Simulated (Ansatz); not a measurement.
In₃, relaxed as a doublet with UKS r2SCAN-D4/def2-SVP in Ansatz, starting from the GFN1-xTB geometry. Force threshold 0.02 eV/Å.

In the def2 sets In takes a core potential; there is no spin–orbit coupling. The charge 0 doublet is spin-contaminated (final ⟨S²⟩ up to 1.55, 0.75 for a pure state). At r2SCAN-D4/def2-SVP a quartet of charge 0 lies 0.16 eV below the doublet, each at its own geometry. The structure comes from a short search, and lower isomers may exist.

Start:

```xyz
3

In   -0.349    0.198    1.647
In    1.428    0.644   -0.648
In   -1.079   -0.842   -0.999
```

```tsv
step	energy (eV)	largest force component (eV/Å)	SCF passes
1	-15527.7441	0.178	372
2	-15527.7531	0.110	102
3	-15527.7601	0.073	86
4	-15527.7647	0.083	130
5 (rejected)	-15527.7619	0.216	129
6	-15527.7700	0.081	161
7	-15527.7706	0.098	70
8	-15527.7724	0.010	122
```

Force components are those of the run's own axes.

End:

| atom | x (Å) | y (Å) | z (Å) |
| --- | --- | --- | --- |
| In1 | -0.4576 | 0.1557 | 1.7258 |
| In2 | 1.4831 | 0.6454 | -0.7722 |
| In3 | -1.0255 | -0.8011 | -0.9536 |

By distances, no bond broke or formed. The bond that changes most is In1–In2, from 2.94 to 3.20 Å (atoms count from 1).

No frequencies were taken in this run, so the end may be a saddle point.

Hardware: 2 threads of Intel Xeon Platinum 8259CL on a shared host. Wall time 2.6 min.
